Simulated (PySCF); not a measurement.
# Electron correlation in Mg⁺ (magnesium, charge +1)

[Ne] 3s1, 2S determinant. Calculation: PySCF 2.14, in aug-cc-pCVTZ-DK with one added diffuse shell each of s, p, d, f type (9s8p6d4f, 91 functions); the spin-free X2C one-electron Hamiltonian (Gaussian nucleus). Frozen: 1s2; 9 electrons correlated.

```csv
level,correlation energy (mhartree)
CCSD,-267.58
(T),-2.15
CCSD(T),-269.73
```

Diagnostics: T1 = 0.0040, D1 = 0.0135, largest double amplitude 0.017.

Cost of the coupled-cluster step: of the order of 70 core-seconds, for 9 correlated electrons.

Iterations:

```
CC2 = 0
CCSD nocc = (np.int64(5), np.int64(4)), nmo = (90, 90)
frozen orbitals [[0], [0]]
max_cycle = 100
direct = 0
conv_tol = 1e-08
conv_tol_normt = 1e-06
diis_space = 8
diis_start_cycle = 0
Init t2, MP2 energy = -0.262464213391993
Init E_corr(UCCSD) = -0.262464213407555
cycle = 1  E_corr(UCCSD) = -0.266162849560156  dE = -0.00369863615  norm(t1,t2) = 0.014768
cycle = 2  E_corr(UCCSD) = -0.267416346203785  dE = -0.00125349664  norm(t1,t2) = 0.00391642
cycle = 3  E_corr(UCCSD) = -0.267573564724069  dE = -0.00015721852  norm(t1,t2) = 0.00153201
cycle = 4  E_corr(UCCSD) = -0.267586960504201  dE = -1.33957801e-05  norm(t1,t2) = 0.000241512
cycle = 5  E_corr(UCCSD) = -0.267574930976222  dE = 1.2029528e-05  norm(t1,t2) = 4.31426e-05
cycle = 6  E_corr(UCCSD) = -0.267575020066425  dE = -8.90902027e-08  norm(t1,t2) = 3.8663e-06
cycle = 7  E_corr(UCCSD) = -0.267575209666512  dE = -1.89600087e-07  norm(t1,t2) = 6.11508e-07
cycle = 8  E_corr(UCCSD) = -0.267575212928266  dE = -3.2617547e-09  norm(t1,t2) = 8.64627e-08
UCCSD converged
E(UCCSD) = -199.9440494911582  E_corr = -0.2675752129282662
UCCSD(T) correction = -0.00215197578246048
```
